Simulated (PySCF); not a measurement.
C12H8. Atoms are numbered in the order given.

```xyz
20

C      0.0000    -0.6960     3.1272
C      0.0000     0.6960     3.1272
C      0.0000     1.4474     1.9193
C      0.0000     0.7145     0.7559
C      0.0000    -0.7145     0.7559
C      0.0000    -1.4474     1.9193
C      0.0000    -0.7145    -0.7559
C      0.0000    -1.4474    -1.9193
C      0.0000    -0.6960    -3.1272
C      0.0000     0.6960    -3.1272
C      0.0000     1.4474    -1.9193
C      0.0000     0.7145    -0.7559
H      0.0000    -1.2270     4.0823
H      0.0000     1.2270     4.0823
H      0.0000     2.5393     1.9394
H      0.0000    -2.5393     1.9394
H      0.0000    -2.5393    -1.9394
H      0.0000    -1.2270    -4.0823
H      0.0000     1.2270    -4.0823
H      0.0000     2.5393    -1.9394
```
Charge 0, spin multiplicity 1.

Geometry optimised at B3LYP-D3(BJ)/def2-SVP.

These are PBE/def2-SVP in PySCF values and carry that method's errors.

Symmetry labels are those of the subgroup D2h that the program uses (full group D2h).

Computed valence orbital energies around the gap with their symmetry:
```
orbital  symmetry  energy (eV)
-------  --------  -----------
HOMO−7        B2g        -8.63
HOMO−6        B2u        -8.05
HOMO−5         Ag        -8.01
HOMO−4        B1u        -7.76
HOMO−3        B3u        -7.17
HOMO−2        B1g        -6.82
HOMO−1         Au        -6.18
HOMO          B2g        -5.02
LUMO          B1g        -2.24
LUMO+1        B3u        -1.70
LUMO+2         Au        -0.18
LUMO+3        B2g         0.04
```
